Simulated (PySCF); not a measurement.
# MI for M along group 6

PBE0 with triple-zeta basis sets in PySCF, for the lowest determinant that a PBE0 search found; no spin–orbit coupling. De refers to high-spin ground-configuration atoms. A positive dipole means M(−)I(+).

| M | basis | state (unpaired electrons) | Re (Å) | ωe (cm⁻¹) | De (eV) | μ (D) |
| --- | --- | --- | --- | --- | --- | --- |
| Cr | x2c-TZVPPall | sextet (σ ↑, π ↑↑, δ ↑↑) | 2.545 | 250 | 2.85 | -5.36 |
| Mo | def2-TZVPP | sextet (σ ↑, π ↑↑, δ ↑↑) | 2.630 | 214 | 2.82 | -4.73 |
| W | def2-TZVPP | sextet (σ ↑, π ↑↑, δ ↑↑) | 2.616 | 200 | n/a | -3.39 |

The shortest bond is that of CrI (2.545 Å), the longest that of MoI (2.630 Å).

The rows differ in basis set, which adds steps of its own.

Down a group the atoms grow and get heavier, so bonds lengthen and wavenumbers fall; the exceptions here are the shorter bond at W. Relativity and the filled 4f shell contract the atoms of the sixth period.

De is left out where the level can put another filling of the metal’s s and d shells below the measured ground configuration, by anything from nothing to about 1 eV. The metal atom is held in its measured ground configuration; semilocal functionals can put another filling of s and d lower by some tenths of an eV, and De to that atom would be smaller. Spin–orbit coupling is left out, which matters for elements this heavy, above all for dissociation energies. With d or f electrons several states lie close, and the lowest PBE0 determinant need not be the measured ground state.
